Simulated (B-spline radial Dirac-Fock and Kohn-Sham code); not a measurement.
## Magnetic form factor of the 5d shell of Os⁶⁺

System: osmium as Os⁶⁺ in the configuration [Xe] 4f14 5d2, inside a Watson sphere of charge -6 and radius 3 Å (a model of the Madelung potential; inside it an electron's potential energy is raised by 28.8 eV).

Calculated with a radial B-spline solver, using Dirac-Fock orbitals of the configuration average with a finite nucleus. ⟨j_K⟩ is the integral of the 5d radial density with the spherical Bessel function j_K(4πsr), s = sin θ/λ.

```csv
s (Å⁻¹),⟨j0⟩,⟨j2⟩,⟨j4⟩
0,1.0000,0.0000,0.0000
0.05,0.9582,0.0166,0.0001
0.1,0.8419,0.0611,0.0015
0.15,0.6759,0.1200,0.0068
0.2,0.4914,0.1769,0.0182
0.25,0.3172,0.2182,0.0361
0.3,0.1733,0.2368,0.0585
0.35,0.0683,0.2324,0.0819
0.4,0.0019,0.2096,0.1024
0.45,-0.0323,0.1755,0.1172
0.5,-0.0431,0.1368,0.1249
0.6,-0.0273,0.0658,0.1193
0.7,0.0011,0.0187,0.0953
0.8,0.0212,-0.0038,0.0654
0.9,0.0294,-0.0093,0.0386
1,0.0287,-0.0060,0.0187
1.1,0.0232,0.0003,0.0061
1.2,0.0162,0.0064,-0.0004
1.4,0.0045,0.0133,-0.0024
1.6,-0.0011,0.0133,0.0016
```

Radial moments of the shell: ⟨r²⟩ = 2.316, ⟨r⁴⟩ = 8.140, ⟨r⁶⟩ = 40.79 in powers of bohr.
